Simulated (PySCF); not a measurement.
H₃P, charge +1, doublet, at a GFN2-xTB geometry (a state made from the parent by changing its charge; the spin is typed, not shown lowest). Base run: HF/STO-3G run with PySCF.

The PySCF input:
```python
from pyscf import gto, scf

mol = gto.M(
    atom='''
P    -0.000222    0.001347    0.057382
H    -0.015841    1.336474   -0.318500
H     1.173150   -0.663556   -0.266960
H    -1.153980   -0.693119   -0.275269
''',
    basis='sto-3g',
    charge=1,
    spin=1,
    verbose=4,
)

mf = scf.UHF(mol)
mf.kernel()
```

The base run was repeated with changes; each row names its change, and settings that it needs were set with it.

```json
[
 {"change": "base", "ΔE vs base (mEh)": "0.000", "SCF cycles": "8", "<S^2>": "0.757", "outcome": "converged"},
 {"change": "conv_tol = 1e-11", "ΔE vs base (mEh)": "0.000", "SCF cycles": "10", "<S^2>": "0.757", "outcome": "converged"},
 {"change": "level_shift = 0.1 (with mf.max_cycle = 100)", "ΔE vs base (mEh)": "0.000", "SCF cycles": "9", "<S^2>": "0.757", "outcome": "converged"},
 {"change": "conv_tol = 1e-4", "ΔE vs base (mEh)": "0.001", "SCF cycles": "5", "<S^2>": "0.756", "outcome": "converged"},
 {"change": "solver = newton", "ΔE vs base (mEh)": "0.000", "SCF cycles": "-", "<S^2>": "0.757", "outcome": "converged"},
 {"change": "level_shift = 1.0 (with mf.max_cycle = 100)", "ΔE vs base (mEh)": "0.000", "SCF cycles": "16", "<S^2>": "0.757", "outcome": "converged"},
 {"change": "damp = 0.5; diis_start_cycle = 5", "ΔE vs base (mEh)": "0.000", "SCF cycles": "11", "<S^2>": "0.757", "outcome": "converged"},
 {"change": "conv_tol_grad = 1e-7", "ΔE vs base (mEh)": "0.000", "SCF cycles": "10", "<S^2>": "0.757", "outcome": "converged"},
 {"change": "DIIS = EDIIS", "ΔE vs base (mEh)": "-", "SCF cycles": "50", "<S^2>": "-", "outcome": "not converged"},
 {"change": "conv_tol = 1e-12", "ΔE vs base (mEh)": "0.000", "SCF cycles": "10", "<S^2>": "0.757", "outcome": "converged"},
 {"change": "diis = off (with mf.max_cycle = 100)", "ΔE vs base (mEh)": "0.000", "SCF cycles": "21", "<S^2>": "0.757", "outcome": "converged"},
 {"change": "diis_space = 12", "ΔE vs base (mEh)": "0.000", "SCF cycles": "8", "<S^2>": "0.757", "outcome": "converged"},
 {"change": "diis_space = 2", "ΔE vs base (mEh)": "0.000", "SCF cycles": "12", "<S^2>": "0.757", "outcome": "converged"}
]
```

Open shells are given as the SCF converged; they aren't shown to be the lowest states, and a large step between rows can be another state.
